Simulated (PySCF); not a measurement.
Computed Raman spectrum (relative Raman activity) of a molecule C₃H₆FNSi. Geometry: B3LYP-D3(BJ)/def2-SVP. One conformer was computed; it need not be the lowest. Calculation: B3LYP-D3(BJ)/def2-SVP (PySCF). Frequencies are harmonic and unscaled.

Lines under 2 % of the strongest are left out, and lines within 2 cm⁻¹ are merged.

ν (cm⁻¹): 672 (w), 734 (w), 796 (w), 861 (vw), 893 (vw), 932 (vw), 944 (w), 974 (w), 1191 (vw), 1299 (vw), 1345 (vw), 1429 (w), 1447 (w), 2239 (s), 2271 (s), 2381 (m), 3042 (m), 3046 (vs), 3086 (s), 3101 (m) (against the strongest line: vs over 80 %, s over 45 %, m over 15 %, w over 4 %, vw less)

### Question
Identify the compound among the candidates.
A. F/C=C\N=C/[SiH3]
B. N[Si@]1(F)C=CC1
C. N#CCC[SiH2]F
D. C=C(F)/N=C/[SiH3]

### Answer
C, N#CCC[SiH2]F
